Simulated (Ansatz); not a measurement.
Coupled-cluster run, ClH$_{5}$O$_{2}$Si$_{2}$, SMILES `O[SiH2][SiH](O)Cl`.

```yaml
crystal:
  periodic: [false, false, false]
  atoms:
    - {symbol: O, position_ang: [-1.415154, -1.060499, -1.421214]}
    - {symbol: Si, position_ang: [0.086172, -0.446551, -1.112692]}
    - {symbol: Si, position_ang: [-0.063525, 0.527040, 1.010094]}
    - {symbol: O, position_ang: [1.392012, 1.234132, 1.280456]}
    - {symbol: Cl, position_ang: [-0.429995, -0.941230, 2.416483]}
    - {symbol: H, position_ang: [-1.542676, -1.560096, -2.228536]}
    - {symbol: H, position_ang: [1.132293, -1.507813, -1.112789]}
    - {symbol: H, position_ang: [0.479430, 0.572935, -2.127862]}
    - {symbol: H, position_ang: [-1.173595, 1.500275, 1.179572]}
    - {symbol: H, position_ang: [1.535028, 1.681817, 2.116479]}
basis:
  gaussian: {orbitals: def2-TZVPP}
correlation: {method: ccsd_t}
```

```sh
$ ansatz run in.yaml --threads 2 --pin off --events-out ev --progress --plain --max-ram 22528MiB --backend cuda --devices 0, --max-vram 18GiB
```

The program prints (abridged):

```
Functional definition: HF
1528 factors; integrals over basis functions are off by at most 8.9e-4 eV
mean field evaluation 1: about -32383.5796 eV, gradient 4.9e1 eV
mean field evaluation 2: about -32383.9049 eV, gradient 4.9e1 eV
mean field evaluation 4: about -32388.5545 eV, gradient 3.5e0 eV
mean field evaluation 8: about -32388.6245 eV, gradient 2.5e-1 eV
mean field -32388.62474659 eV, -1190.2600056387 hartree, gradient 6.4e-6 eV, S^2 0.000000; 0 other end points of the search recorded, 0 dependent functions left out
17 core orbitals not correlated: weight in the atoms' cores, before any rotation towards them, 1.000 or more for the frozen orbitals, at most 0.000 for the correlated occupied ones
reference -32388.62474659 eV, -1190.2600056387 hartree; 16, 16 occupied and 225, 225 virtual orbitals, 1528 factors
second order -24.73596719 eV of doubles, -0.00000000 eV of singles
cycle   1  -25.33738623 eV  change   -6.0e-1 eV  update   1.0e-1
cycle   2  -25.92741354 eV  change   -5.9e-1 eV  update   3.0e-2
cycle   3  -26.05135349 eV  change   -1.2e-1 eV  update   1.5e-2
cycle   4  -26.03623094 eV  change    1.5e-2 eV  update   3.2e-3
cycle   5  -26.03551111 eV  change    7.2e-4 eV  update   1.4e-3
cycle   6  -26.03598099 eV  change   -4.7e-4 eV  update   3.8e-4
cycle   7  -26.03571631 eV  change    2.6e-4 eV  update   1.5e-4
cycle   8  -26.03569393 eV  change    2.2e-5 eV  update   4.4e-5
cycle   9  -26.03570989 eV  change   -1.6e-5 eV  update   1.7e-5
perturbative correction -0.95947840 eV, -0.0352601807 hartree
Total energy: -32415.61993487 eV, -1191.2520605103 hartree
```

It took 3.4 s on 2 threads of an AMD EPYC 7R13 on a shared host and a share of an NVIDIA H100 80 GB, with 0.84 GiB of host memory at the peak.

Correlation energy per correlated electron: -0.844 eV. T1 diagnostic: 0.0112.
